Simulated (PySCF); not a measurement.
Cr: excitation energy

Cr [Ar] 3d5 4s1 (7S) → Cr [Ar] 3d4 4s2 (5D), as a difference of total energies. All numbers are calculated (PySCF 2.14, no relativity, point nucleus, in aug-cc-pwCVTZ). Correlated levels: valence: [Ar] frozen; valence and next inner shell: [Ne] frozen; nothing frozen. The calculations carry no spin-orbit coupling.

Question: Order these methods by the excitation energy they give, lowest first.
A. PW91
B. MP2 (all electrons)
C. PBE
D. PBE0

Answer: B (1.722 eV), D (1.810 eV), C (2.066 eV), A (2.088 eV).

These non-relativistic numbers lack the scalar-relativistic shift.

Errors of the correlated levels include the incompleteness of this basis and the frozen core.

For comparison: 1.003 eV (measured; NIST levels, between the centres of gravity of the two terms).
